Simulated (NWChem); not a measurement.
System: Si₂H₃Br, singlet; SMILES [SiH3][Si]Br

NWChem input:

```
start job
memory heap 200 mb stack 900 mb global 1100 mb
geometry units angstroms noautoz
  Si     0.973165    -0.389355    -0.622631
  Br    -0.163039     0.978366     0.779520
  Si    -0.409865    -2.312903    -0.118310
  H      0.009939    -3.531084    -0.882556
  H     -1.835972    -2.003901    -0.458488
  H     -0.317750    -2.615757     1.346756
end
basis spherical
  * library def2-svp
end
dft
  xc xpbe96 cpbe96
  iterations 150
  vectors input atomic output neutral.movecs
end
task dft energy
charge 1
dft
  odft
  mult 2
  vectors input atomic output cation.movecs
end
task dft energy
```

Low-valent species are run as closed-shell singlets; no triplet was tried in these runs. Structure relaxed at the PBE0/def2-SVP level.

Ions are spin-unrestricted doublets at the neutral geometry; other ion states weren't tried.

Task: Give the results of this calculation. (PBE/def2-SVP, vertical spin-unrestricted ions.) Quantities: vertical ionisation energy, ΔSCF (eV); −ε(HOMO) (eV).

Result: 
```yaml
vertical ionisation energy, ΔSCF (eV): 8.30
"−ε(HOMO) (eV)": 5.48
```
